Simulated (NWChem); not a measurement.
A series in which one site is exchanged, each optimised at PBE0/def2-SVP with NWChem, gas phase unless a solvent is named. Some are not confirmed as minima by frequencies. def2 effective core potentials on I; no spin-orbit coupling.

A: [BeH][Cl] (BeHCl; site = H)
B: [F][Be][Cl] (BeClF; site = F)
C: [I][Be][Cl] (BeICl; site = I)
D: [Cl][Be][Cl] (BeCl$_{2}$; site = Cl)

Task: Rank them by lowest singlet excitation, PBE0/def2-SVPD, TDA (eV), lowest first.

Result: C (5.98), A (7.49), D (7.68), B (7.90)
